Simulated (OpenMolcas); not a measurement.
Rh2+ in a point-charge field

Rh2+ among 4 point charges of -1 e arranged as a tetrahedron (Td), 2.31 Å from the ion.

| Quantity | Value |
| --- | --- |
| Program | OpenMolcas 26.06 |
| Method | CASSCF |
| Basis | ANO-RCC-VDZP [6s5p3d1f] |
| Scalar Hamiltonian | DKH2, point nucleus |
| Active space | 7 electrons in 5 orbitals (4d) |
| State averaging | 2S+1 = 4 even, 10 roots; 2S+1 = 2 even, 40 roots |
| Spin-orbit coupling | state interaction with AMFI integrals over the reference wave functions |

The lowest spin-free states (labels of Td), above the lowest:

```tsv
State	Degeneracy	E (cm-1)	Free-ion L (%)
4A2	1	0.0	F (100)
4T2	3	1259	F (100)
4T1	3	2240	F (100)
4T1	3	14847	P (100)
2E	2	15218	G (94)
2T1	3	15312	G (95)
2A1	1	15402	G (100)
2T2	3	15771	G (99)
2T1	3	19383	H (62)
2T2	3	19737	H (93)
2E	2	20336	H (86)
2T1	3	20404	H (59)
2T1	3	20559	H (76)
2T2	3	21915	D (92)
2E	2	22308	D (86)
2A2	1	33065	F (100)
2T2	3	33277	F (100)
2T1	3	33474	F (100)
2E	2	51784	D (100)
2T2	3	51871	D (100)
```

The lowest levels with spin-orbit coupling:

```tsv
E (cm-1)	Degeneracy	Label	2S+1	g
0.0	4	Γ8	4	
919.5	4	Γ8	4	
1232	2	Γ6	4	4.08 4.08 4.08
2878	4	Γ8	4	
2923	2	Γ7	4	3.99 3.99 3.99
2931	2	Γ6	4	2.09 2.09 2.09
4232	4	Γ8	4	
4838	2	Γ7	4	1.99 1.99 1.99
5515	4	Γ8	4	
15436	4	Γ8	4 (71 %)	
15439	2	Γ6	2	3.83 3.83 3.83
15464	4	Γ8	4 (81 %)	
15504	2	Γ7	4	2.65 2.65 2.65
15606	4	Γ8	2 (76 %)	
16237	4	Γ8	2	
16959	2	Γ6	4	2.48 2.48 2.48
17796	4	Γ8	2	
17875	2	Γ6	2	1.87 1.87 1.87
18199	2	Γ7	2	2.59 2.59 2.59
20305	4	Γ8	2
```

Powder χT (cm3 K/mol): 4.09 at 2 K, 4.11 at 10 K, 4.18 at 50 K, 4.27 at 100 K, 4.45 at 200 K, 4.62 at 300 K. The effective moment at 300 K is 2.828 √(χT) = 6.08 μB.

The lowest level has 2S+1 = 4, for which the spin-only value is χT = S(S+1) / 2 = 1.875 cm3 K/mol (g = 2). The computed 4.622 at 300 K differs by +2.747, through orbital momentum, spin-orbit coupling and any other state in reach.

Spin-orbit coupling mixes the spin-free states strongly: the lowest level takes only 60 % from its leading state, 4A2. Without dynamic correlation the repulsion within the d shell is too large (B by tens of per cent), so at a given field states of lower spin stand too high. The ground term spreads over less than 5000 cm-1, several times less than with real ligands, so orbital moments are less quenched and χT lies further from the spin-only value than at real sites. Point charges carry no covalency, so the field is a model and not that of real ligands. No measured value stands beside these numbers.
